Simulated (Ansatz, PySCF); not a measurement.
Molecule: C₃H₇Se, charge -1, multiplicity 1. 
Structure (B3LYP-D3(BJ)/def2-TZVP (Ansatz, an electronic-structure program) minimum search):
```
C
H 1 1.0946
C 1 1.5261 2 108.25
H 3 1.0908 1 110.67 2 -59.36
H 3 1.0937 4 107.34 1 119.96
H 3 1.1029 4 108.64 5 116.96
C 1 1.5261 2 108.25 3 119.84
H 7 1.0908 1 110.67 2 59.36
H 7 1.0937 8 107.34 1 -119.96
H 7 1.1029 8 108.64 9 -116.96
Se 1 1.9941 2 106.59 3 -120.08
```
Charge -1, spin multiplicity 1.

Total electronic energies in hartree. Valence correlation only, unless marked. Spin-orbit coupling is left out. The frozen core is the preceding noble-gas configuration, with the filled d and f shells of earlier blocks. Non-relativistic. CBS marks a two-point X^-3 extrapolation of the correlation energy; Hartree-Fock from the larger set. The bracket is a focal-point correction in the basis named.

```tsv
level	program	energy (Eh)
HF/def2-TZVPD	PySCF	-2517.58495
PBE-D4/def2-TZVPD	Ansatz + dftd4	-2519.64955
B97M-V/def2-TZVPD	Ansatz	-2519.73544
PBE0/STO-3G	Ansatz	-2491.53472
PBE0-D4/def2-TZVP	Ansatz + dftd4	?
PBE0/def2-TZVPD	Ansatz	-2519.73883
PBE0/def2-TZVPD	PySCF	-2519.73896
BHLYP-D3(BJ)/def2-TZVPD	Ansatz + dftd3	?
TPSSh/def2-TZVPD	PySCF	-2520.11667
LC-wPBE/def2-TZVPD	Ansatz	-2519.76944
wB97M-V/def2-TZVPD	Ansatz	?
RPA@PBE/cc-pVQZ	Ansatz	-2518.86128
SCS-MP2/aug-cc-pVTZ	Ansatz	-2518.34777
CCSD(T)/cc-pVDZ	Ansatz	-2518.13347
RI-MP2/CBS(aug-cc-pVTZ,aug-cc-pVQZ)+[CCSD(T)-MP2]/aug-cc-pVTZ	Ansatz	-2518.5015
```

### Question
Fill in the missing entries.

### Answer

- PBE0-D4/def2-TZVP, energy (Eh): -2519.74062
- BHLYP-D3(BJ)/def2-TZVPD, energy (Eh): -2520.08957
- wB97M-V/def2-TZVPD, energy (Eh): -2519.96416
